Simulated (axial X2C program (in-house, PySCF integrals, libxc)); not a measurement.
Values are calculated unless marked as measured or tabulated.
# TeF: input and output

Program: an in-house relativistic program for diatomic molecules.

Input file and command:
```json
{
 "zs": [
  52,
  9
 ],
 "q": 0,
 "bas": [
  "dyall-cv3z",
  "dyall-av3z"
 ],
 "levels": [
  "PBE0",
  "HF",
  "PBE"
 ],
 "cc": true,
 "r0": 2.0,
 "thr": -1.0,
 "nmax": 90,
 "npts": 10,
 "nst": 2,
 "ntry": 6
}
```
```bash
python so2c.py task.json out
```

Keys: zs atomic numbers; q charge; bas basis sets; levels methods; cc coupled cluster on or off; r0 starting distance in Å; thr threshold in hartree for freezing inner shells (an s shell follows its p shell); nmax most natural virtual spinors; npts points on the curve; nst determinants followed; ntry starts of the search. HF also brings MP2.

Output of the HF step, with spin–orbit coupling, at R = 1.917 Å for the state Ω = 3/2. It starts from PBE0 orbitals of this distance.

```
two-component X2C + atomic mean field  HF
basis functions 178  fitting functions 904  grid points 5080
iter        total energy     max residual
   1      -6887.622784476     3.98e-01
   2      -6887.649426987     9.39e-03
   3      -6887.650403701     2.03e-02
   4      -6887.650737433     2.99e-03
   5      -6887.650789630     1.43e-03
   6      -6887.650835222     2.91e-03
   7      -6887.650859860     1.41e-03
   8      -6887.650881367     5.65e-04
   9      -6887.650891952     8.87e-04
  10      -6887.650896059     4.76e-04
  11      -6887.650897036     8.53e-05
  12      -6887.650897265     7.59e-05
  13      -6887.650897330     6.16e-05
  14      -6887.650897351     2.01e-05
  15      -6887.650897357     1.09e-05
  16      -6887.650897359     7.47e-06
  17      -6887.650897359     1.95e-06
converged
one-electron -9708.23530126  Coulomb 2880.29975202  exact exchange -184.85272231  xc functional 0.00000000  nuclear repulsion 129.18880267  atomic mean-field constant -4.05142847
correlated 13  virtual 245  natural virtual 90  E(MP2) -0.384279274  MP2 remainder -0.018667283
iter   CCSD correlation   residual
   1     -0.365903700   1.32e-01
   2     -0.375616006   5.73e-02
   3     -0.378561963   2.21e-02
   4     -0.378552143   8.67e-03
   5     -0.378664089   4.74e-03
   6     -0.378717967   2.54e-03
   7     -0.378715354   1.38e-03
   8     -0.378731162   6.63e-04
   9     -0.378728293   3.24e-04
  10     -0.378727804   1.41e-04
  11     -0.378725968   7.08e-05
  12     -0.378725827   3.53e-05
  13     -0.378725446   1.85e-05
  14     -0.378725525   9.93e-06
  15     -0.378725521   5.01e-06
(T) -0.012978732  T1 0.0251  D1 0.0580  max T2 0.071
```
Energies are in hartree; totals compare only within one Hamiltonian and basis. T1 in the output is the amplitude norm over the root of the electron number; divide by √2 for the Lee–Taylor value.
